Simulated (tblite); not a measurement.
C₇H₁₅BSi.
Atom-mapped SMILES: `[BH2:1][C@:2]([CH3:3])([C:4]#[C:5][CH3:6])[SiH2:7][CH2:8][CH3:9]` (hydrogens: H10, H11 on B1; H12, H13, H14 on C3; H15, H16, H17 on C6; H18, H19 on Si7; H20, H21 on C8; H22, H23, H24 on C9)

Computed with GFN2-xTB (tblite), gas phase: L-BFGS steps from a force-field or distance-geometry start until the largest atomic force falls under 0.01 eV/Å.

Step 61: E = -694.3487 eV
```
atom  x, y, z in Å  |  force x, y, z in eV/Å
B1     -0.0184    1.4946   -1.5783    0.046  -0.058   0.055
C2      0.4643    1.2428   -0.1314    0.032   0.059   0.024
C3      0.7964    2.4692    0.7436    0.038  -0.017  -0.025
C4      1.4806    0.2265    0.0350   -0.005   0.015   0.000
C5      2.3324   -0.5987    0.2260   -0.034   0.062  -0.014
C6      3.3722   -1.5786    0.4690   -0.020   0.008   0.006
Si7    -1.1734    0.4049    0.5301    0.033   0.010  -0.160
C8     -1.8783   -0.8975   -0.6587   -0.036  -0.073   0.000
C9     -2.8285   -1.8508    0.0551   -0.033  -0.035   0.029
H10    -0.5852    2.4861   -1.8328    0.034   0.026  -0.038
H11     0.1388    0.6682   -2.3947   -0.018   0.074  -0.016
H12    -0.0841    2.8915    1.2284    0.035  -0.052  -0.103
H13     1.5112    2.1982    1.5200   -0.077  -0.025   0.022
H14     1.2517    3.2512    0.1364    0.004  -0.032   0.024
H15     3.1897   -2.0819    1.4186    0.011  -0.027   0.028
H16     3.3908   -2.3255   -0.3243   -0.009   0.013  -0.031
H17     4.3449   -1.0885    0.5145    0.012   0.000  -0.015
H18    -2.1792    1.4583    0.7099   -0.087   0.054   0.074
H19    -0.8471   -0.1851    1.8296    0.038  -0.021   0.079
H20    -1.0918   -1.4882   -1.1313    0.063   0.064   0.077
H21    -2.4068   -0.3955   -1.4720   -0.014  -0.016   0.024
H22    -2.3053   -2.3626    0.8566    0.019  -0.074   0.032
H23    -3.2202   -2.5989   -0.6306   -0.033  -0.010  -0.014
H24    -3.6663   -1.3202    0.5011    0.003   0.057  -0.056
```

Step 62: E = -694.3518 eV
```
atom  x, y, z in Å  |  force x, y, z in eV/Å
B1     -0.0164    1.4983   -1.5773    0.015  -0.091   0.009
C2      0.4675    1.2483   -0.1312    0.007  -0.016  -0.007
C3      0.7974    2.4710    0.7452    0.020  -0.022  -0.032
C4      1.4858    0.2336    0.0301   -0.012  -0.006   0.029
C5      2.3347   -0.5935    0.2258   -0.009   0.045  -0.015
C6      3.3720   -1.5773    0.4679   -0.028   0.005   0.008
Si7    -1.1712    0.4044    0.5281    0.010  -0.011  -0.108
C8     -1.8750   -0.9030   -0.6592   -0.045  -0.043   0.014
C9     -2.8300   -1.8504    0.0563   -0.015  -0.044   0.030
H10    -0.5732    2.4940   -1.8353    0.026   0.040  -0.041
H11     0.1207    0.6633   -2.3918    0.000   0.113   0.025
H12    -0.0857    2.8962    1.2191   -0.006  -0.023  -0.079
H13     1.5005    2.1972    1.5289   -0.037  -0.034   0.056
H14     1.2610    3.2486    0.1417    0.034   0.012   0.004
H15     3.1860   -2.0817    1.4171    0.020  -0.011   0.010
H16     3.3861   -2.3244   -0.3262   -0.001   0.030  -0.019
H17     4.3477   -1.0914    0.5142   -0.017  -0.014  -0.017
H18    -2.1849    1.4560    0.7078   -0.030   0.006   0.065
H19    -0.8488   -0.1918    1.8314    0.028   0.026  -0.001
H20    -1.0900   -1.4978   -1.1292    0.065   0.069   0.080
H21    -2.4020   -0.4025   -1.4741   -0.011  -0.007   0.013
H22    -2.3034   -2.3656    0.8536   -0.006  -0.069   0.047
H23    -3.2269   -2.5981   -0.6278   -0.033   0.015  -0.006
H24    -3.6632   -1.3138    0.5050    0.026   0.030  -0.063
```

Step 63: E = -694.3542 eV
```
atom  x, y, z in Å  |  force x, y, z in eV/Å
B1     -0.0226    1.5017   -1.5736   -0.015  -0.034   0.002
C2      0.4726    1.2540   -0.1305   -0.037  -0.054  -0.071
C3      0.8010    2.4732    0.7465    0.013  -0.001  -0.004
C4      1.4905    0.2396    0.0273   -0.008  -0.024   0.033
C5      2.3358   -0.5910    0.2235    0.016   0.021  -0.009
C6      3.3701   -1.5787    0.4661   -0.027   0.003   0.009
Si7    -1.1681    0.4047    0.5229   -0.027  -0.017  -0.022
C8     -1.8691   -0.9098   -0.6602   -0.031  -0.020   0.012
C9     -2.8307   -1.8503    0.0574    0.008  -0.036   0.032
H10    -0.5850    2.4977   -1.8311    0.060  -0.011  -0.016
H11     0.1063    0.6665   -2.3890    0.011   0.108   0.028
H12    -0.0860    2.9028    1.2083   -0.011  -0.005  -0.072
H13     1.4916    2.1955    1.5404   -0.034  -0.026   0.046
H14     1.2758    3.2471    0.1469    0.041   0.013   0.013
H15     3.1815   -2.0836    1.4153    0.025   0.006  -0.008
H16     3.3828   -2.3264   -0.3280   -0.005   0.043  -0.012
H17     4.3481   -1.0962    0.5129   -0.036  -0.021  -0.014
H18    -2.1901    1.4541    0.7030    0.025  -0.042   0.053
H19    -0.8477   -0.1924    1.8319    0.014   0.065  -0.077
H20    -1.0808   -1.5089   -1.1211    0.034   0.082   0.083
H21    -2.3906   -0.4111   -1.4808    0.003  -0.034   0.031
H22    -2.3053   -2.3643    0.8588   -0.057  -0.034   0.012
H23    -3.2276   -2.6000   -0.6258   -0.029   0.033   0.018
H24    -3.6638   -1.3047    0.4989    0.066  -0.015  -0.067
```

Step 64: E = -694.3566 eV
```
atom  x, y, z in Å  |  force x, y, z in eV/Å
B1     -0.0205    1.5033   -1.5727   -0.022   0.004  -0.041
C2      0.4740    1.2579   -0.1312   -0.040  -0.082  -0.055
C3      0.8038    2.4747    0.7463   -0.013  -0.014  -0.006
C4      1.4910    0.2437    0.0265   -0.022  -0.024   0.032
C5      2.3366   -0.5855    0.2242    0.046  -0.022   0.002
C6      3.3683   -1.5759    0.4658   -0.009  -0.005   0.002
Si7    -1.1673    0.4035    0.5187   -0.058  -0.007   0.068
C8     -1.8714   -0.9153   -0.6585   -0.005   0.030   0.036
C9     -2.8336   -1.8547    0.0593    0.030  -0.031   0.007
H10    -0.5685    2.5054   -1.8376    0.046  -0.012  -0.008
H11     0.1013    0.6657   -2.3858    0.015   0.087   0.018
H12    -0.0838    2.9060    1.2015   -0.057   0.023  -0.044
H13     1.4865    2.1940    1.5448   -0.008  -0.028   0.059
H14     1.2827    3.2470    0.1498    0.067   0.027  -0.003
H15     3.1803   -2.0828    1.4144    0.020   0.015  -0.014
H16     3.3790   -2.3223   -0.3298   -0.009   0.043  -0.008
H17     4.3481   -1.0966    0.5115   -0.040  -0.018  -0.009
H18    -2.1932    1.4522    0.7056    0.063  -0.073   0.038
H19    -0.8474   -0.1956    1.8312    0.008   0.092  -0.132
H20    -1.0808   -1.5116   -1.1166    0.040   0.053   0.058
H21    -2.3919   -0.4156   -1.4784   -0.007  -0.039   0.008
H22    -2.3065   -2.3730    0.8572   -0.080  -0.022   0.009
H23    -3.2343   -2.5997   -0.6269   -0.025   0.025   0.027
H24    -3.6639   -1.3054    0.5005    0.060  -0.023  -0.041
```

Question: Estimate the geometry and energy of step 65. (The exact step hangs on the optimiser's Hessian estimate; all steps are aligned on step 64, rigid shifts and turns removed.)

Answer: E = -694.3599 eV, largest force 0.181 eV/Å
```
atom  x, y, z in Å  |  force x, y, z in eV/Å
B1     -0.0298    1.5070   -1.5686   -0.011   0.078  -0.043
C2      0.4780    1.2628   -0.1327   -0.051  -0.063  -0.040
C3      0.8091    2.4769    0.7473   -0.030  -0.001   0.021
C4      1.4947    0.2501    0.0238   -0.035  -0.031   0.017
C5      2.3389   -0.5799    0.2223    0.057  -0.050   0.012
C6      3.3647   -1.5758    0.4640    0.010  -0.010  -0.006
Si7    -1.1644    0.4021    0.5121   -0.077   0.012   0.131
C8     -1.8660   -0.9247   -0.6575    0.026   0.055   0.041
C9     -2.8347   -1.8571    0.0616    0.045  -0.010  -0.020
H10    -0.5732    2.5132   -1.8347    0.051  -0.046   0.013
H11     0.0869    0.6709   -2.3808    0.015   0.046  -0.018
H12    -0.0829    2.9165    1.1860   -0.053   0.029  -0.039
H13     1.4748    2.1904    1.5602   -0.033  -0.009   0.004
H14     1.3029    3.2456    0.1564    0.068  -0.011   0.019
H15     3.1751   -2.0837    1.4117    0.013   0.019  -0.013
H16     3.3723   -2.3205   -0.3330   -0.013   0.034  -0.011
H17     4.3470   -1.1024    0.5095   -0.030  -0.010  -0.004
H18    -2.1960    1.4472    0.7016    0.084  -0.088   0.027
H19    -0.8459   -0.1945    1.8276    0.010   0.101  -0.150
H20    -1.0698   -1.5219   -1.1047    0.021   0.037   0.046
H21    -2.3795   -0.4277   -1.4837   -0.009  -0.059   0.009
H22    -2.3130   -2.3764    0.8636   -0.103   0.004  -0.012
H23    -3.2376   -2.6006   -0.6251   -0.019   0.017   0.036
H24    -3.6633   -1.2978    0.4932    0.063  -0.045  -0.018
```

The energy changes by -0.0033 eV. The first-order estimate −F·Δx gives -0.0043 eV and the mean of the old and new forces, exact on a quadratic surface, -0.0033 eV. The step makes an angle of 77° with the force vector and moves no atom by more than 0.021 Å.

What follows is the cost of the whole relaxation. Time: 5.4 s of wall time. Hardware: an Intel Xeon at 2.50 GHz with one thread, no GPU (shared host).
